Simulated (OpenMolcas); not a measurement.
Ag4+ among 6 point charges of -1.7 e arranged as a trigonal prism (D3h), with a polar angle of 53.5° against the regular 49.1°.

| Item | Value |
| --- | --- |
| Program | OpenMolcas |
| Method | CASSCF |
| Basis | ANO-RCC-VDZP [6s5p3d1f] |
| Scalar Hamiltonian | DKH2, point nucleus |
| Active space | 7 electrons in 5 orbitals (4d) |
| State averaging | 2S+1 = 4 even, 10 roots; 2S+1 = 2 even, 40 roots |
| Spin-orbit coupling | state interaction with AMFI integrals over the reference wave functions |

All point charges move together. At R = 1.88 Å the first state of the same spin is 4038 cm-1, and at R = 2.3 Å it is 1601 cm-1.

Q: A third run gives 2496 cm-1. What distance was it run at?

A: With a power law R^-n the two known points give n = -ln(1601 / 4038) / ln(2.3 / 1.88) = 4.59. Then R = 1.88 × (4038 / 2496)^(1/4.59) = 2.088 Å. The run was at 2.09 Å, so the estimate is off by -0.002 Å.

An orbital doublet at a regular site is open to a Jahn-Teller distortion, which this geometry leaves out. Without dynamic correlation the repulsion within the d shell is too large (B by tens of per cent), so at a given field states of lower spin stand too high. Point charges give a weaker field than real ligands, and real ions of this kind are as a rule low spin; the high spin found here belongs to the model. The ground term spreads over less than 5000 cm-1, several times less than with real ligands, so orbital moments are less quenched and χT lies further from the spin-only value than at real sites (holds for R = 2.09; R = 2.3). Point charges carry no covalency, so the field is a model and not that of real ligands. An unlabelled pair can be two single states that coincide in this model. No measured value stands beside these numbers.
